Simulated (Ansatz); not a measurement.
Mulliken charges of CH2ClFOTe (`OC(F)(Cl)[TeH]`) from PBE/def2-TZVPP in Ansatz (PBE0-D4/def2-TZVP geometry).

```
atom   x (Å)   y (Å)   z (Å)  charge (e)
  O1   0.104  -0.482   1.461      -0.211
  C2  -0.201  -0.361   0.145       0.179
  F3   0.646  -1.106  -0.613      -0.121
 Cl4  -1.829  -1.003  -0.074      -0.071
 Te5  -0.010   1.730  -0.506       0.015
  H6   0.992  -0.128   1.597       0.211
  H7   0.360   1.282  -2.056      -0.002
```

Problem. By hand: the dipole of these point charges (1 e Å = 4.8032 D).

Solution. Σ q r = (0.202, 0.238, 0.131) e Å, of length 0.339 e Å = 1.63 D.

Problem. How does the dipole of the full density compare? (An estimate is asked.)

Solution. Ansatz gave: (0.268, 0.257, 0.061) e Å, 1.81 D; the point charges give 0.90 times that, at 15° from its direction.

Point charges leave out the atoms' own dipoles, such as those of lone pairs, and Mulliken's split depends on the basis, so the close match here is no proof of good charges.
